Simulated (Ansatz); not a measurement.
Geometry optimisation, Ansatz, RKS PBE0-D4/def2-SVP.

Input:

```yaml
crystal:
  periodic: [false, false, false]
  atoms:
    - { symbol: Sn, position_ang: [-0.0748, 0.2332, 0.5514] }
    - { symbol: Cl, position_ang: [1.0446, -1.5885, -1.2809] }
    - { symbol: O, position_ang: [-0.6971, 0.6628, -1.1992] }
    - { symbol: H, position_ang: [-0.0609, -0.2989, -1.7326] }
    - { symbol: Cl, position_ang: [1.2831, 1.7587, 1.6031] }
    - { symbol: Cl, position_ang: [-1.495, -0.7673, 2.0582] }
basis:
  gaussian: { orbitals: def2-SVP }
hamiltonian:
  xc: pbe0
  dispersion: d4
relax:
  f_tol: 0.15
  max_steps: 25
  restrain:
    - { distance: [3, 1], at: 2.63, k: 30.0 }
    - { distance: [0, 1], at: 2.41, k: 30.0 }
    - { distance: [3, 2], at: 0.97, k: 30.0 }
```

Run as:

```bash
$ ansatz run input.yaml --threads 2 --pin off --max-ram 3072MiB --backend cpu --events-out ev --progress --plain --runs-dir out
```

Question: Where does it end, and by what steps?

Answer: The run converged. The restraints hold the end off the free minimum. After 6 steps the energy has fallen by 2.084 eV (the restraints' own energy left out); Cl2 moved furthest, 0.61 Å. Joined: O3–H4.

| step | energy less start (eV) | largest force component (eV/Å) | accepted |
| --- | --- | --- | --- |
| 0 | 0.0000 | 2.458 | yes |
| 1 | -0.9338 | 2.722 | yes |
| 2 | -1.5712 | 1.732 | yes |
| 3 | -2.0032 | 0.777 | yes |
| 4 | -2.0357 | 0.700 | yes |
| 5 | -2.0858 | 0.521 | yes |
| 6 | -2.0845 | 0.544 | yes |

```xyz
6
Properties=species:S:1:pos:R:3
Sn 0.020 0.055 0.412
Cl 1.270 -1.631 -0.720
O -0.800 0.702 -1.245
H -0.382 0.084 -1.870
Cl 1.364 1.606 1.475
Cl -1.472 -0.815 1.948
```

Run time: 19 s on 2 threads of Intel(R) Xeon(R) Platinum 8488C (Sapphire Rapids) (shared host), peak memory 0.26 GiB.
